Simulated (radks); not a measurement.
Results of a calculation; reference values are marked as such.
Task: Ionisation of Au3+, [Xe] 4f14 5d8, to Au4+, [Xe] 4f14 5d7, under several functionals. Non-relativistic Kohn-Sham, spin-polarised, spherical densities, point nucleus; open shells are filled with parallel spins first (spin-orbit coupling, left out, can overturn this in heavy ions); a radial shooting solver on a logarithmic mesh with Libxc functionals. Known Delta-SCF values: OLYP 47.914 eV; TPSS 47.745 eV; AM05 47.904 eV. What does MS2 meta-GGA give, and what is its highest occupied eigenvalue?

Result: 47.733 eV by Delta-SCF; the 5d eigenvalue is -40.812 eV. NIST: 45 eV (theoretical).

Beside tabulated values, note that relativity, absent from the non-relativistic runs, is large for the heavy elements.
